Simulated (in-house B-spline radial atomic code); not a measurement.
The numbers below are computed, except where a source is named.
# Stopping and range of 80 keV Co in InSb

The pair potential comes from two frozen, spherical free-atom densities (PBE, B-spline radial code, scalar-relativistic past argon): electrostatics plus the change in Thomas-Fermi kinetic and Dirac exchange energy where they overlap, the recipe behind the universal ZBL potential, which averages such potentials (from solid-state densities) over many pairs. It is written V = (Z1 Z2 e²/r) φ(r/a), with e² = 14.3996 eV·Å and a = 0.46850 Å/(Z1^0.23 + Z2^0.23); ZBL's fit is φ = 0.18175 e^(−3.1998x) + 0.50986 e^(−0.94229x) + 0.28022 e^(−0.4029x) + 0.02817 e^(−0.20162x). Where φ falls below 4e-4 it is continued as an exponential.

The target is taken as amorphous, with density 5.77 g/cm³ (NSM archive of the Ioffe Institute); channelling is ignored. Masses: Co 58.93, In 114.82, Sb 121.76 u. Nuclear stopping is S_n = 4π a Z1 Z2 e² M1/(M1 + M2) × s_n(ε), with s_n integrated over impact parameters for each pair. Electronic stopping is Lindhard and Scharff's S_e = Z1^(1/6) 8π e² a0 Z1 Z2/(Z1^(2/3) + Z2^(2/3))^(3/2) × v/v0, with a0 = 0.529177 Å and v = v0 at 24.801 keV/u; it misses the oscillations with Z1 seen in experiment, which reach tens of per cent. Compounds add by atom fraction.

```tsv
target atom	a (Å)	ε at this energy	s_n, this pair	s_n, ZBL potential
In	0.10225	0.2838	0.3584	0.3504
Sb	0.10175	0.2766	0.3577	0.3502
```

Q: What are the atom density and the stopping powers at entry?

A: N = 5.77 × 0.602214/118.29 = 0.02938 atoms/Å³. For In: S_n = 8303 × 0.3584 = 2976 eV·Å², S_e = 3.4262 × √80000 = 969.1 eV·Å². For Sb: S_n = 8269 × 0.3577 = 2958 eV·Å², S_e = 3.4813 × √80000 = 984.7 eV·Å². Averaged over the target's atoms (half each) and times N × 10 Å/nm, the ion loses N S_n = 871 eV/nm to recoils and N S_e = 287 eV/nm to electrons; the nuclear share is 75 %.

Along the track:

```csv
E (keV),N S_n (eV/nm),N S_e (eV/nm)
4,467,64.2
12,665,111
24,775,157
40,834,203
60,863,249
80,871,287
```

Q: Estimate the path length and the projected range.

A: With continuous slowing down the path is the integral of dE/(N (S_n + S_e)). Trapezoids over the table give 79.4 nm, and the stretch below the first row, with stopping taken as √E, adds 2E/(N S) = 15 nm: 94.5 nm in all, against 92.2 nm on a fine grid from 5 eV. Deflections shorten the depth: to first order in the energy passed on, N (S_n + S_e) dR_p/dE = 1 − N S_n (M2/M1) R_p/(2E), summed over the target's atoms, and integrating this on the fine grid gives R_p = 42.8 nm, 0.46 of the path. Lindhard's rule of thumb R/(1 + M2/3M1), with mean M2/M1 = 2.01, gives 55.2 nm; it is meant for M2/M1 below about 2. On the ZBL potential the same equation gives 43.9 nm, and the full integral equation, which keeps hard collisions, 47.2 nm.
